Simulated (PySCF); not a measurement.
## Electron correlation in Mg (magnesium, neutral)

[Ne] 3p2, high-spin 3P determinant (an excited configuration). Computed with PySCF 2.14 in aug-cc-pVDZ (5s4p2d, 27 functions), with the non-relativistic Hamiltonian (point nucleus). Frozen: [Ne]; 2 electrons correlated.

With two correlated electrons CCSD is exact within the correlated space (frozen core and kept virtual orbitals).

```json
{"level": "CCSD", "correlation energy (mhartree)": "-8.18"}
```

Diagnostics: T1 = 0.0028, D1 = 0.0040, largest double amplitude 0.114.

Q: Is a single reference adequate?

A: Mostly. T1 lies below 0.03, but a double amplitude of this size points to a near-degeneracy that CCSD handles and MP2 describes poorly.
